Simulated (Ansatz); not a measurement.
Ansatz results at the PBE0-D4/def2-TZVP geometry: HOMO energy (B3LYP/def2-TZVPP) -7.46 eV; LUMO energy (PBE/def2-TZVPP) -2.70 eV; HOMO–LUMO gap (PBE/def2-TZVPP) 3.70 eV.

**Question.** Which molecule gave them?
A. `[O]=[Nb]([Cl])([Cl])[Cl]`
B. `CC(C)(C)[N]=[Nb]([CH3])([F])[Cl]`
C. `C[O][Nb](=[NH])([OH])[F]`
D. `[F][Nb]([F])([Cl])([Cl])[Cl]`

**Answer.** B. The others give `[F][Nb]([F])([Cl])([Cl])[Cl]`: -9.34, -4.90, 3.33; `[O]=[Nb]([Cl])([Cl])[Cl]`: -9.55, -3.98, 4.40; `C[O][Nb](=[NH])([OH])[F]`: -7.78, -1.43, 5.18.

B3LYP here is the variant with VWN-RPA as its local correlation; programs differ in this.
